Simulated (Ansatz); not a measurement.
Calculated with Ansatz (gas phase, PBE0-D4/def2-TZVP geometries, no zero-point term in ΔE). CCSD(T)/CBS adds triple-zeta CCSD(T) − MP2 to the extrapolated MP2 energy (def2 sets, frozen cores). Functionals use def2-TZVPP. One conformer a species, not always the lowest.

Consider the substitution at a C–Si bond: `C[SiH]1NCS1` + `NB(Cl)Cl` → `CNB(Cl)Cl` + `C1N[SiH2]S1`.

```tsv
species	ωB97X-V energy (Eh)
`C[SiH]1NCS1`	-822.83647
`NB(Cl)Cl`	-1001.24450
`CNB(Cl)Cl`	-1040.55121
`C1N[SiH2]S1`	-783.49863
```

**Question.** Work out ΔE.

**Answer.** ΔE = (-1040.55121) + (-783.49863) − (-822.83647) − (-1001.24450) = 0.03113 Eh = +81.7 kJ/mol. CCSD(T)/CBS gives +84.1 kJ/mol.

Largest T1 diagnostic among the species: 0.011.

In def2-TZVPP, CCSD(T) changes the Hartree–Fock value by +4.7 kJ/mol (the triples alone add +0.3 kJ/mol) and MP2 by +8.6 kJ/mol.
